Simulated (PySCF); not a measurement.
# EPR parameters of C8H6N

C8H6N (doublet state).
Geometry (GFN2-xTB, Å), atoms numbered from 1 in this order:
```
atom  x, y, z in Å
C1     2.8822    1.0299   -0.3224
C2     1.9407    0.4300    0.1077
C3     0.7682   -0.2758    0.5997
C4    -0.3638    0.6745    0.8461
C5    -1.4618    0.3065    0.0855
C6    -2.6938    0.9966    0.0876
N7    -3.6933    1.5567    0.0944
C8    -1.1967   -0.8265   -0.6674
C9     0.2011   -1.2802   -0.4342
H10    3.7181    1.5456   -0.6908
H11    1.0550   -0.7827    1.5317
H12   -0.2943    1.5203    1.5028
H13   -1.8791   -1.3164   -1.3355
H14    0.7810   -1.2612   -1.3629
H15    0.2321   -2.3093   -0.0640
```

Identity: `C#C[C@H]1[CH]C(C#N)=CC1` [radical].

Computed with PySCF, UKS B3LYP, pcH-1 on C H N, non-relativistic, mean-field spin-orbit, GIAO. Geometry: GFN2-xTB; no solvent, vibrations or thermal averaging. A GFN2-xTB geometry isn't a minimum of the functional, and hyperfine couplings can be far from their values at a DFT geometry. No stability test was run, so a lower SCF solution isn't excluded. ⟨S²⟩ is 0.782 where a pure state has 0.75.

```json
{
  "g1, g2, g3": "2.00214, 2.00271, 2.00288",
  "g_iso": "2.00257",
  "Form of g": "rhombic: the two nearest values differ by 22 % of g3 − g1",
  "⟨S²⟩": "0.7817 (exact 0.7500)",
  "α and β electrons": "31, 30",
  "Total energy": "-363.09110 Eh",
  "Basis functions": "285"
}
```

Isotropic coupling and dipolar principal values T1 to T3, in 10⁻⁴ cm⁻¹; ρ(0) is the spin density at the nucleus (1 × 10⁻⁴ cm⁻¹ = 2.998 MHz):

| atom | isotope | a_iso | T1 | T2 | T3 | Mulliken spin population | ρ(0) (bohr⁻³) |
| --- | --- | --- | --- | --- | --- | --- | --- |
| C1 | 13C | 0.6 | -0.5 | 0.1 | 0.4 | 0.00 | 0.0016 |
| C2 | 13C | 16.5 | -0.7 | -0.6 | 1.3 | 0.02 | 0.0441 |
| C3 | 13C | -6.1 | -0.2 | 0.1 | 0.1 | -0.05 | -0.0164 |
| C4 | 13C | 19.9 | -17.8 | -17.3 | 35.1 | 0.67 | 0.0531 |
| C5 | 13C | -16.4 | -9.4 | 4.2 | 5.2 | -0.25 | -0.0438 |
| C6 | 13C | 3.7 | -0.9 | -0.1 | 1.0 | 0.04 | 0.0100 |
| N7 | 14N | -0.5 | -1.5 | 0.5 | 1.0 | -0.06 | -0.0043 |
| C8 | 13C | 19.1 | -17.5 | -17.0 | 34.5 | 0.66 | 0.0509 |
| C9 | 13C | -6.6 | -0.3 | 0.0 | 0.3 | -0.05 | -0.0176 |
| H10 | 1H | 0.1 | -0.3 | -0.2 | 0.5 | 0.00 | 0.0001 |
| H11 | 1H | 23.3 | -1.2 | -0.7 | 2.0 | 0.03 | 0.0156 |
| H12 | 1H | -14.8 | -8.6 | -0.2 | 8.8 | -0.03 | -0.0099 |
| H13 | 1H | -14.5 | -8.5 | -0.2 | 8.7 | -0.03 | -0.0097 |
| H14 | 1H | 25.0 | -1.3 | -0.7 | 2.0 | 0.03 | 0.0168 |
| H15 | 1H | 23.8 | -1.3 | -0.7 | 2.0 | 0.03 | 0.0160 |

The Mulliken spin populations are largest on C4 (+0.67), C8 (+0.66) and C5 (-0.25). The positive populations add up to 1.46 and the negative ones to -0.46, together 2S = 1. The angles at C4 add up to 360.0°, so it is planar; its axial dipolar tensor and the negative coupling of its proton fit spin in a p orbital normal to that plane.

Axes: g2 points within 7° of the C5–C6 bond and g3 points within 13° of the C4–H12 bond.

Under fast tumbling the dipolar parts average out, and these isotropic splittings remain: 1 × 1H (H14, I = 1/2, 2 lines) with 2.67 mT, 1 × 1H (H15, I = 1/2, 2 lines) with 2.55 mT, 1 × 1H (H11, I = 1/2, 2 lines) with 2.49 mT, 1 × 1H (H12, I = 1/2, 2 lines) with 1.59 mT, 1 × 1H (H13, I = 1/2, 2 lines) with 1.55 mT and 1 × 14N (N7, I = 1, 3 lines) with 0.05 mT.

The 13C coupling of C4 (59.7 MHz) shows only in satellite lines or after enrichment, since that isotope makes up about 1.07 % of natural carbon.

The spin density at the nucleus, in bohr⁻³, is negative for C5 (-0.0438), C9 (-0.0176) and C3 (-0.0164), for instance. A restricted open-shell determinant has no negative spin density anywhere; here it arises because α and β orbitals differ (spin polarisation).
